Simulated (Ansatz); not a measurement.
B(NH3)Cl3 (BNCl₃H₃). The state is a singlet with charge 0. Geometry PBE0-D4/def2-SVP, basis def2-TZVP, Ansatz.

Cartesian coordinates in Å:
```
B -0.608 0.051 0.463
N 0.677 -0.057 -0.516
H 1.164 0.842 -0.555
H 0.378 -0.314 -1.460
H 1.324 -0.770 -0.167
Cl -1.367 -1.612 0.422
Cl -1.652 1.355 -0.282
Cl 0.085 0.505 2.093
```

| run | HOMO (eV) | LUMO (eV) |
| --- | --- | --- |
| A | -7.10 | -0.95 |
| B | -11.33 | 2.34 |
| C | -6.63 | -1.12 |
| D | -6.77 | -1.26 |
| E | -8.04 | -0.29 |
| F | -10.85 | 1.82 |

LC-ωPBE has ω = 0.4 bohr⁻¹.

**Question.** The runs used B97M-V, HF, LC-ωPBE, LDA (SPW92), PBE, PBE0. Estimate which is which.

**Answer.** A B97M-V (0 % exact exchange); B HF (100 % exact exchange); C PBE (0 % exact exchange); D LDA (SPW92) (0 % exact exchange); E PBE0 (25 % exact exchange); F LC-ωPBE (range-separated). Exact exchange lowers occupied and raises empty levels; among semilocal functionals meta-GGAs tend to open the gap a little, and such runs are hard to tell apart. The gap grows from 5.51 eV (PBE) to 13.67 eV (HF).
